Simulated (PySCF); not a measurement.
Al(Me)(F)2 (CH₃AlF₂), SMILES [Al]([F])([F])[CH3]. Atoms are numbered in the order given.

```xyz
7

Al     0.0497     0.0435     0.0003
C     -1.4815    -1.1332    -0.0383
H     -1.2742    -2.0135    -0.6695
H     -2.3790    -0.6313    -0.4308
H     -1.7075    -1.5098     0.9732
F     -0.0049     1.6045    -0.5645
F      1.5165    -0.4502     0.6037
```

Geometry: B3LYP-D3(BJ)/def2-SVP. The isomer is the one that the SMILES or the coordinates give; other isomers of the formula were not compared.

Two levels are set side by side: PBE/pcSseg-1 (PySCF) and B3LYP/pcSseg-1 (PySCF). GIAO shifts against CFCl3 (¹⁹F), TMS (¹H), TMS (¹³C) at the same level; non-relativistic, no solvent, atoms listed together averaged. Differences are taken from unrounded values.

```
quantity            B3LYP
------------------  -----
δ(¹³C) of C2 (ppm)  -17.8
```

**Question.** What does PBE give, and how far is it from B3LYP? (An estimate is asked for; the answer gives what the named calculation found.)

**Answer.** 
```json
[
 {"quantity": "δ(¹³C) of C2 (ppm)", "PBE": "-17.8", "PBE minus B3LYP": "0.0"}
]
```

Here PBE gives about what the other level gives.

Rough cost on one machine, each run with all the roots and properties that it gave: B3LYP against PBE within a factor of 2.
